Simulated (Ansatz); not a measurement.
Reaction (formal exchange of groups at the Si–Cl bond): `O[SiH](Cl)CF` + `[AlH3]` → `O[SiH]([AlH2])CF` + HCl

Gas-phase electronic energies from Ansatz, PBE0-D4/def2-TZVP geometries. CCSD(T)/CBS adds triple-zeta CCSD(T) − MP2 to the extrapolated MP2 energy (def2 sets, frozen cores). This one scheme is used for every species. Functionals use def2-TZVPP. B3LYP here is the variant with VWN-RPA as its local correlation; programs differ in this. Each species was taken in one conformer, which may not be the lowest.

(1) Is it downhill or uphill in electronic energy at CCSD(T)/CBS, and by how much? (Estimate.)

(2) What do these levels give: r2SCAN-D4, B2PLYP, r2SCAN, B3LYP, MP2/def2-TZVPP, CCSD/CBS(def2)? (Best estimate.)

Largest T1 diagnostic among the species: 0.012.

## Answers

(1) The calculation gave: Uphill: ΔE = +30.0 kcal/mol.

(2) Ansatz gave: r2SCAN-D4 30.0, B2PLYP 30.9, r2SCAN 30.0, B3LYP 29.6, MP2/def2-TZVPP 32.3, CCSD/CBS(def2) 30.5 kcal/mol.

In def2-TZVPP, CCSD(T) changes the Hartree–Fock value by −5.0 kcal/mol (the triples alone add −0.4 kcal/mol) and MP2 by −2.2 kcal/mol. From PBE to PBE0 (25 % exact exchange), in def2-TZVPP and without D4, ΔE moves by +2.0 kcal/mol.
